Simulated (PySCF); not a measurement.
# Atomic charges by several schemes

Compound: benzothiazole, C₇H₅NS.
Z-matrix (Å and degrees, GFN2-xTB geometry), rows numbered from 1:
```
C 
C   1  1.3943
C   2  1.3807  1  121.15
C   3  1.3848  2  118.06  1     0.00
S   4  1.7388  3  129.21  2   179.92
C   5  1.7517  4   87.81  3  -179.97
N   6  1.2718  5  116.72  4    -0.01
C   7  1.3662  6  111.67  5     0.01
C   1  1.3781  2  121.09  3     0.03
H   1  1.0798  2  119.21  3  -179.94
H   2  1.0796  1  119.47  3   179.99
H   3  1.0788  2  121.33  1   179.99
H   6  1.0726  5  119.49  4   179.98
H   9  1.0779  1  121.91  2   179.99
```

Density: PBE0/pcSseg-1 (PySCF); schemes: Mulliken, IAO, Hirshfeld and ESP-fitted. Geometry: GFN2-xTB; no solvent, vibrations or thermal averaging.

Problem. Tabulate the Mulliken, IAO, Hirshfeld and ESP-fitted charges.

Solution. In e:

```
atom                          environment  Mulliken     IAO  Hirshfeld  ESP-fitted
  C1                   aromatic CH carbon    -0.068  -0.157     -0.050      +0.029
  C2                   aromatic CH carbon    -0.080  -0.152     -0.048      -0.345
  C3                   aromatic CH carbon    +0.009  -0.159     -0.058      -0.111
  C4          ring-fusion aromatic carbon    -0.441  -0.153     -0.031      -0.134
  S5                thiophene-type sulfur    +0.270  +0.258     +0.085      -0.044
  C6  aromatic CH next to a ring nitrogen    -0.009  -0.127     +0.009      +0.084
  N7               pyridine-type nitrogen    -0.390  -0.271     -0.170      -0.585
  C8          ring-fusion aromatic carbon    +0.221  +0.086     +0.026      +0.675
  C9                   aromatic CH carbon    -0.009  -0.152     -0.046      -0.484
 H10                    aromatic hydrogen    +0.094  +0.158     +0.053      +0.129
 H11                    aromatic hydrogen    +0.097  +0.158     +0.053      +0.191
 H12                    aromatic hydrogen    +0.083  +0.161     +0.053      +0.193
 H13                    aromatic hydrogen    +0.128  +0.179     +0.066      +0.185
 H14                    aromatic hydrogen    +0.095  +0.170     +0.058      +0.216
```

Mean size of the charges over all atoms: ESP-fitted 0.243 e, IAO 0.167 e, Mulliken 0.142 e, Hirshfeld 0.058 e. Each set sums to the total charge, 0, to within 0.001 e. The Hirshfeld scheme divides the density at each point in proportion to the densities of the neutral, spherically averaged free atoms. The ESP scheme is a least-squares fit of atom-centred charges to the potential on four shells outside the van der Waals surface, with the total charge fixed.

Lowest charge. The schemes don't all agree: Mulliken C4 (-0.441); IAO N7 (-0.271); Hirshfeld N7 (-0.170); ESP-fitted N7 (-0.585).

Highest charge. The schemes don't all agree: Mulliken S5 (+0.270); IAO S5 (+0.258); Hirshfeld S5 (+0.085); ESP-fitted C8 (+0.675).

Problem. How many electrons does the ESP-fitted scheme count on C6?

Solution. Z − q = 6 − (+0.084) = 5.916.

Problem. Sum the charges by element, for elements with more than one atom.

Solution. 
| element | atoms | Mulliken | IAO | Hirshfeld | ESP-fitted |
| --- | --- | --- | --- | --- | --- |
| C | 7 | -0.376 | -0.812 | -0.198 | -0.286 |
| H | 5 | +0.496 | +0.825 | +0.283 | +0.915 |

Problem. How closely do the schemes follow one another over all atoms?

Solution. Correlation coefficient and root-mean-square difference: IAO with Hirshfeld 0.93, 0.113 e; Mulliken with Hirshfeld 0.78, 0.148 e; Mulliken with IAO 0.78, 0.123 e; Hirshfeld with ESP-fitted 0.72, 0.267 e; IAO with ESP-fitted 0.67, 0.235 e; Mulliken with ESP-fitted 0.64, 0.240 e.

The run behind these numbers computed NMR shieldings as well. Time: 25 s. Hardware: one thread of an Arm Neoverse V1 (shared host).
